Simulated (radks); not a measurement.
Q: Mo2+, 40 electrons, occupied as [Kr] 4d4. Calculated with a radial shooting solver on a logarithmic mesh with Libxc functionals: scalar-relativistic Kohn-Sham, PBE, spin-polarised, spherical densities, finite nucleus; open shells are filled with parallel spins first (spin-orbit coupling, left out, can overturn this in heavy ions); Fermi nuclear charge, rms radius 4.4091 fm; hard spherical wall at 1.5 bohr. Some entries of the table are withheld. Estimate them.

orbital  occ.  eigenvalue (Ry)  <r^2> (bohr^2)
1s up       1        -1448.717        0.001669
1s down     1        -1448.717        0.001669
2s up       1        -198.3194         0.02794
2s down     1        -198.1569         0.02792
2p up       3        -176.3799         0.02201
2p down     3        -176.2570         0.02199
3s up       1        -29.00248          0.2179
3s down     1        -28.92029          0.2177
3p up       3        -21.87537          0.2259
3p down     3        -21.78223          0.2255
3d up       5        -10.20386          0.2248
3d down     5        -10.06066          0.2241
4s up       1          0.89258          0.8615
4s down     1          1.27249          0.8592
4p up       3          3.53094          0.8780
4p down     3          3.91492          0.8762
4d up       4          7.84103          0.8769
4d down     0          8.22966          0.8756
4f up       0              (1)          0.8861
4f down     0              (2)          0.8807
5s up       0              (3)          0.9182
5s down     0              (4)          0.9194
5p up       0         27.21796          0.8950
5p down     0         27.47828          0.8960

A: 
(1) 4f up eigenvalue (Ry): 11.44561
(2) 4f down eigenvalue (Ry): 11.79465
(3) 5s up eigenvalue (Ry): 24.87972
(4) 5s down eigenvalue (Ry): 25.14287
